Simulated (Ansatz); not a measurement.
Consider the germylene formation by 1,1-elimination: `C[O][Ge]([CH3])([F])[SH]` → `C[O][Ge][F]` + CH₃SH.

Calculated with Ansatz (gas phase, PBE0-D4/def2-TZVP geometries, no zero-point term in ΔE). CCSD(T)/CBS adds triple-zeta CCSD(T) − MP2 to the extrapolated MP2 energy (def2 sets, frozen cores). This one scheme is used for every species. Functionals use def2-TZVPP. For Ge outer-core shells are correlated without core-valence functions, which leaves a few kJ/mol of doubt a bond. Scalar relativity is left out up to krypton. Each species was taken in one conformer, which may not be the lowest.

```csv
species,PBE-D4 energy (Eh)
`C[O][Ge]([CH3])([F])[SH]`,-2730.14518
`C[O][Ge][F]`,-2291.59840
CH₃SH,-438.49793
```

Problem. Work out ΔE.

Solution. ΔE = (-2291.59840) + (-438.49793) − (-2730.14518) = 0.04885 Eh = +30.7 kcal/mol. CCSD(T)/CBS gives +35.0 kcal/mol.

Largest T1 diagnostic among the species: 0.015.

The D4 term adds +4.3 kcal/mol with B3LYP and +2.5 kcal/mol with PBE0; it sums over pairs of atoms, weighted by their polarisabilities, and B3LYP, whose exchange is more repulsive, gets the larger term. From PBE to PBE0 (25 % exact exchange), in def2-TZVPP and without D4, ΔE moves by +5.6 kcal/mol.

B3LYP here is the variant with VWN-RPA as its local correlation; programs differ in this.
